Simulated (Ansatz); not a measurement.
Gas-phase reaction in SMILES: NB(N)Br → [NH-]B(N)Br + H+
Geometries: B3LYP-D3(BJ)/def2-TZVP minima from Ansatz (a program for electronic structure), one conformer each, not searched for the lowest. Frequencies are from Ansatz.

Wanted: gas-phase deprotonation energy (0 K, with B3LYP-D3(BJ) harmonic zero-point energies), in kcal/mol. Correlated levels leave the core frozen unless marked. Spin-orbit coupling is left out. The frozen core is the preceding noble-gas configuration, with the filled d and f shells of earlier blocks. No relativistic terms. Anions need diffuse functions: aug- sets have them; def2-D sets add few; the other sets have none. Basis-set limits of correlation are two-point, X^-3; Hartree-Fock from the larger set. The bracket is a focal-point correction in the basis named.

| level | program | gas-phase deprotonation energy (kcal/mol) |
|---|---|---|
| PBE-D4/def2-TZVPD | Ansatz + dftd4 | 363.1 |
| r2SCAN-D3(BJ)/def2-TZVPD | Ansatz + dftd3 | 366.1 |
| PBE0-D3(BJ)/def2-TZVP | Ansatz + dftd3 | 370.7 |
| r2SCAN0/def2-TZVPD | Ansatz | 368.6 |
| HSE06-D3(BJ)/def2-TZVPD | Ansatz + dftd3 | 368.3 |
| B2GP-PLYP/def2-TZVPD | Ansatz | 365.6 |
| MP2/cc-pVDZ | Ansatz | 376.7 |
| MP2/cc-pVTZ | Ansatz | 370.3 |
| MP2/CBS(aug-cc-pVTZ,aug-cc-pVQZ) | Ansatz | 364.1 |
| SCS-MP2/6-31G* | Ansatz | 374.5 |
| CCSD(T)/6-31G | Ansatz | 378.5 |
| CCSD(T)/aug-cc-pVTZ | Ansatz | 366.6 |
| CCSD(T)/cc-pVTZ | Ansatz | 372.2 |
| RI-MP2/CBS(aug-cc-pVTZ,aug-cc-pVQZ)+[CCSD(T)-MP2]/aug-cc-pVDZ | Ansatz | 366.2 |
| CCSD(T)/CBS(aug-cc-pVTZ,aug-cc-pVQZ) | Ansatz | 365.9 |
